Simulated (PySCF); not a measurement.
A species of formula C6H12O has this rotational fingerprint, computed with PySCF, PBE0-D3(BJ)/def2-TZVP geometry optimisation, gas phase:

- Rotational constants: A = 7591, B = 1050, C = 949.2 MHz
- Dipole components: |μa| = 0.24 D, |μb| = 2.81 D, |μc| = 0.03 D
- Inertial defect: -15.63 u·Å²
- κ: -0.97

Task: Which structure is it? (One computed conformer of each.)
A. `[CH3:1][CH2:2][CH2:3][CH2:4][C:5]([CH3:6])=[O:7]` with C1–C2–C3–C4 180°, C2–C3–C4–C5 180°, C3–C4–C5–C6 -176°
B. `[CH3:1][O:2][CH:3]1[CH2:4][CH2:5][CH2:6][CH2:7]1` with C1–O2–C3–C4 71°, O2–C3–C4–C5 132°, C3–C4–C5–C6 -34°, C4–C5–C6–C7 42°, C5–C6–C7–C3 -34°

Result: A. It is CCCCC(C)=O, a near-prolate asymmetric top. The candidates at the same level (rigid rotor, commonest isotopes):

```
    SMILES  A (MHz)  B (MHz)  C (MHz)  μa (D)  μb (D)  μc (D)  Δ (u·Å²)  point group                        rotor
CCCCC(C)=O     7591     1050    949.2    0.24    2.81    0.03    -15.63      near Cs  near-prolate asymmetric top
 COC1CCCC1     5442     1867     1561    0.15    0.88    0.66    -39.72           C1               asymmetric top
```

`COC1CCCC1` has B 78 % too high. No structure here is proved a minimum.
